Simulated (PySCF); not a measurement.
C₂H₅I, SMILES C(I)C (connectivity only; charge and spin as stated), charge +1, multiplicity 2. Atoms are numbered in the order given.

```xyz
8

C     -0.4088     2.4815     0.0000
C      0.6570     1.4317     0.0000
I     -0.0409    -0.6542     0.0000
H     -1.0496     2.4542     0.9032
H      0.1233     3.4598     0.0000
H     -1.0496     2.4542    -0.9032
H      1.3280     1.4120     0.8927
H      1.3280     1.4120    -0.8927
```
Charge +1, spin multiplicity 2.

Geometry: PBE-D3(BJ)/def2-SVP. The multiplicity is an assumed one; other spin states were not compared. The def2 effective core potentials stand for the cores of I; spin–orbit coupling is left out.

Method: PBE-D3(BJ)/def2-SVP (PySCF).

Frequencies are harmonic and unscaled.

Estimate the vibrational spectrum. (The exact figures need the calculation; the answer reports its results.)


| mode | ν (cm⁻¹) | IR (km/mol) | moving atoms (share of kinetic energy) |
|---|---|---|---|
| 1 | 200 | 0.0 | H 88 %, C 12 % |
| 2 | 247 | 9.8 | C 62 %, H 24 %, I 14 % |
| 3 | 398 | 4.3 | C 77 %, H 16 % |
| 4 | 512 | 5.2 | H 83 %, C 17 % |
| 5 | 853 | 8.3 | H 94 % |
| 6 | 902 | 27.2 | H 72 %, C 28 % |
| 7 | 1060 | 22.0 | C 69 %, H 31 % |
| 8 | 1118 | 6.2 | H 87 %, C 13 % |
| 9 | 1127 | 0.6 | H 78 %, C 22 % |
| 10 | 1308 | 41.1 | H 88 %, C 12 % |
| 11 | 1341 | 59.3 | H 79 %, C 21 % |
| 12 | 1353 | 30.5 | H 97 % |
| 13 | 1391 | 18.0 | H 95 % |
| 14 | 2932 | 20.9 | H 92 %, C 8 % |
| 15 | 2935 | 126.2 | H 95 % |
| 16 | 2967 | 40.4 | H 97 % |
| 17 | 3053 | 3.4 | H 91 %, C 9 % |
| 18 | 3089 | 4.2 | H 90 %, C 10 % |
